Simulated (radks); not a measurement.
Species: Si11+. Configuration: [He] 2s1. Method: scalar-relativistic Kohn-Sham, BLYP, spin-polarised, spherical densities, finite nucleus; open shells are filled with parallel spins first; Fermi nuclear charge, rms radius 3.1224 fm; computed with a radial shooting solver on a logarithmic mesh with Libxc functionals.

Radial electron density D(r) = 4 pi r^2 rho(r):

```
   r/bohr * D(r) (the largest magnitude, 15.2, reaches the edge; | marks zero)
 0.007075 |  *
 0.008573 |    *
  0.01039 |      *
  0.01259 |        *
  0.01525 |           *
  0.01848 |               *
  0.02257 |                     *
  0.02735 |                           *
  0.03314 |                                  *
  0.04015 |                                         *
  0.04865 |                                               *
  0.05895 |                                                    *
  0.07142 |                                                      *
  0.08724 |                                                    *
   0.1057 |                                             *
   0.1281 |                                   *
   0.1552 |                        *
    0.188 |               *
   0.2278 |         *
   0.2783 |       *
   0.3372 |        *
   0.4086 |        *
    0.495 |       *
   0.5998 |    *
   0.7268 | *
   0.8877 |*
    1.076 *
    1.303 *
    1.579 *
```

D(r) has 2 maxima, at r = 0.0714, 0.386 bohr, and minima at 0.287 bohr, inside which lie 2.10 electrons.
